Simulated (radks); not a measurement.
Results of a calculation; reference values are marked as such.
Mean orbital radii <r> (bohr) of the scandium ion Sc+, [Ar] 3d1 4s1, of relativity; Dirac values are averaged over j with weights 2j + 1. Spin-unpolarised spherical Kohn-Sham, LDA (Slater exchange, Perdew-Wang correlation), point nucleus unless stated (finite: rms radius 3.5459 fm), a radial shooting solver on a logarithmic mesh with Libxc functionals. A level marked "c x" has the speed of light scaled by that factor and shares open shells by 2j + 1; other Dirac levels either fill j = l - 1/2 first or share by 2j + 1.

| shell | non-rel. |
|---|---|
| 1s | 0.07375 |
| 2s | 0.3472 |
| 2p | 0.3091 |
| 3s | 1.083 |
| 3p | 1.171 |
| 3d | 1.685 |
| 4s | 3.351 |
| 4p (empty) | 4.078 |
| 5s (empty) | 7.786 |

Give the values at the level "Dirac, c x 5".

Answer. 
shell       Dirac, c x 5  change of magnitude (%)
1s               0.07373                    -0.03
2s                0.3470                    -0.03
2p                0.3090                    -0.01
3s                 1.083                    -0.03
3p                 1.171                    -0.01
3d                 1.685                    +0.03
4s                 3.350                    -0.02
4p (empty)         4.078                    0.00
5s (empty)         7.785                    -0.01
